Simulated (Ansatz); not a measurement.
AlFH$_{4}$OSi, SMILES `O[SiH](F)[AlH2]`, relaxed with RKS PBE-D4/def2-SVP in the Gaussian-basis code of Ansatz from a rough embedded geometry. The force threshold is 0.03 eV/Å; the program also tests the step.

Charge 0, multiplicity 1.

Start:

```xyz
8

O     0.042   -0.661    1.806
Si    0.605   -0.586    0.237
F     2.209   -0.177    0.299
Al   -0.497    1.072   -0.939
H    -0.940   -1.000    1.730
H     0.448   -1.897   -0.419
H    -0.160    1.366   -2.482
H    -1.708    1.883   -0.232
```

| step | energy (eV) | largest force (eV/Å) | largest move (Å) |
| --- | --- | --- | --- |
| 1 | -19284.0060 | 2.455 | 0.000 |
| 2 | -19284.2813 | 1.111 | 0.154 |
| 3 | -19284.3121 | 0.293 | 0.080 |
| 4 | -19284.3219 | 0.311 | 0.058 |
| 5 | -19284.3268 | 0.226 | 0.017 |
| 6 | -19284.3339 | 0.265 | 0.067 |
| 7 | -19284.3361 | 0.117 | 0.086 |
| 8 | -19284.3390 | 0.060 | 0.066 |
| 9 | -19284.3404 | 0.117 | 0.120 |
| 10 | -19284.3420 | 0.124 | 0.063 |
| 11 | -19284.3489 | 0.168 | 0.200 |
| 13 | -19284.3546 | 0.271 | 0.032 |
| 15 | -19284.3945 | 0.680 | 0.199 |
| 17 | -19284.4131 | 0.269 | 0.066 |
| 19 | -19284.4345 | 0.381 | 0.150 |
| 21 | -19284.4626 | 0.386 | 0.083 |
| 23 | -19284.4718 | 0.187 | 0.071 |
| 25 | -19284.4754 | 0.134 | 0.093 |
| 27 | -19284.4769 | 0.102 | 0.094 |
| 29 | -19284.4779 | 0.079 | 0.031 |
| 31 | -19284.4788 | 0.049 | 0.052 |
| 33 | -19284.4790 | 0.046 | 0.030 |
| 35 (rejected) | -19284.4791 | 0.017 | 0.025 |
| 36 | -19284.4792 | 0.011 | 0.012 |

End:

```xyz
8

O     0.151   -0.201    1.756
Si    0.326   -0.711    0.163
F     1.927   -0.888   -0.202
Al   -0.621    1.169   -1.121
H     0.326   -0.868    2.444
H    -0.250   -2.101    0.001
H     0.182    2.555   -1.183
H    -2.040    1.045   -1.859
```

Hardware: 2 threads of an Arm Neoverse V2 on a shared host. Wall time 43 s, peak host memory 0.14 GiB.
